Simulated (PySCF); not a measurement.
## Simulated absorption spectrum

C₄H₆SSi.
Atom-mapped SMILES: `[CH:1]#[C:2][C@H:3]1[SiH2:4][CH2:5][S:6]1` (hydrogens: H7 on C1; H8 on C3; H9, H10 on Si4; H11, H12 on C5)

Method used: PySCF 2.14.0, density-fitted response routines, TDDFT CAM-B3LYP/def2-SVPD, vertical, gas phase, core orbitals frozen in the response. Isolated species at its GFN2-xTB geometry (one conformer only).

Computed states:

```csv
state,E (eV),f
S1,4.47,0.0003
S2,5.60,0.025
S3,5.65,0.0076
S4,6.01,0.0004
S5,6.21,0.0094
S6,6.45,0.0073
S7,6.52,0.012
S8,6.60,0.044
```

Broadening: Gaussians 0.4 eV wide at half height, area fixed by f = 4.319×10⁻⁹ ∫ε dν̃. The width is an assumption, not a result. The curve ends short of the highest state used, and states not computed would add to its high-energy end.

Q: Give the broadened spectrum and its maxima.

A: 
```csv
λ (nm),ε (L mol⁻¹ cm⁻¹)
206.5,512
209.7,624
213.0,1091
216.3,1729
219.5,2159
222.8,2137
226.1,1685
229.3,1096
232.6,582
235.9,259
239.1,101
242.4,33
245.7,10
248.9,3
252.2,1
255.5,2
258.7,3
262.0,5
265.3,9
268.5,13
271.8,16
275.1,18
278.3,19
281.6,18
284.8,15
288.1,12
291.4,9
294.6,6
297.9,4
301.2,2
304.4,1
307.7,1
311.0,0
314.2,0
317.5,0
320.8,0
```

Maxima: 278 nm (4.46 eV), ε about 19, made up of S1 (100%); 221 nm (5.61 eV), ε about 2200, made up of S2 (77%) and S3 (23%) (ε in L mol⁻¹ cm⁻¹; maxima over ε = 5, shares over 10%). At its high-energy end, 6.00 eV, the curve is still rising (ε about 510, from S2, S3 and S5).

Q: Coming from long wavelengths, where does ε first pass 100 L mol⁻¹ cm⁻¹?

A: At about 239 nm (5.19 eV), 0.72 eV above S1.

Q: On this curve, what absorbance would a 10⁻⁴ mol/L sample give at 266 nm over a 1 cm path?

A: 266 nm is 4.661 eV, where ε is about 9.7 L mol⁻¹ cm⁻¹, so A = ε c l ≈ 0.00097 (Beer–Lambert, with the gas-phase spectrum and the assumed width).

Q: Does any computed singlet lie in the visible range?

A: No computed singlet lies in the visible range (380 to 750 nm); the lowest, at 278 nm, stands 1.20 eV above its violet end (3.26 eV).

Time: 58 s (grids of density and orbitals included); peak memory 0.76 GiB. Hardware: one thread of an Arm Neoverse N1, on a shared host.
